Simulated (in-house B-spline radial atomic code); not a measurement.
How G0W0 and RPA depend on the start: Pd5+

Configuration [Kr] 4d5, highest spin. Computed with a B-spline radial code for spherical atoms: all electrons, non-relativistic, point nucleus, each spin shell either full or empty, empty states to l = 9 with an (l + 1/2)⁻⁴ tail; G0W0 by contour deformation at full frequency.

Without relativity these are model numbers: it shifts the levels of so heavy an element strongly and can reorder them.

| start | mean-field 4d up (eV) | G0W0 (eV) | QP weight | RPA correlation (Eh) |
| --- | --- | --- | --- | --- |
| Hartree-Fock | -85.90 | -86.25 | 0.974 | -2.8607 |
| LDA VWN5 | -76.68 | -85.84 | 0.955 | -3.0975 |
| PBE | -76.67 | -85.79 | 0.955 | -3.0932 |
| PBE0 | -79.26 | -85.90 | 0.962 | -3.0288 |
| r2SCAN | -77.37 | -85.82 | 0.959 | -3.0507 |
| HSE06 | -78.81 | ? | ? | ? |
| B3LYP (VWN-RPA) | -78.58 | -85.92 | 0.960 | -3.0428 |
| SCAN | -77.30 | -85.78 | 0.959 | -3.0484 |
| TPSS | -76.70 | -85.81 | 0.956 | -3.0804 |
| BHandHLYP | -81.50 | -86.04 | 0.967 | -2.97 |
| CAM-B3LYP | -80.52 | -86.01 | 0.964 | -3.018 |
| LC-wPBE | -81.93 | ? | ? | ? |
| wB97X | -81.41 | -85.90 | 0.967 | -3.0065 |
| PBEsol | -76.61 | -85.80 | 0.955 | -3.0947 |
| BLYP | -76.33 | -85.81 | 0.954 | -3.0946 |
| r2SCAN0 | -79.76 | -85.92 | 0.964 | -3.0005 |
| LDA exchange-only | -75.26 | -85.98 | 0.953 | -3.0969 |

(1) What G0W0 level, weight and RPA correlation energy follow from the LC-wPBE start?

(2) What G0W0 level, weight and RPA correlation energy follow from the HSE06 start?

(3) How much of the dependence on the start does G0W0 remove?

## Answers

(1) G0W0 level -86.04 eV, weight 0.967, RPA correlation -3.0204 hartree.

(2) G0W0 level -85.91 eV, weight 0.961, RPA correlation -3.0335 hartree.

(3) The mean-field levels span 10.6 eV and the G0W0 levels 0.472 eV. Against 84.1 ± 2 eV (NIST, tabulated theory) the G0W0 removal energies are off by +1.68 to +2.15 eV, with relativity, Breit and QED terms left out.
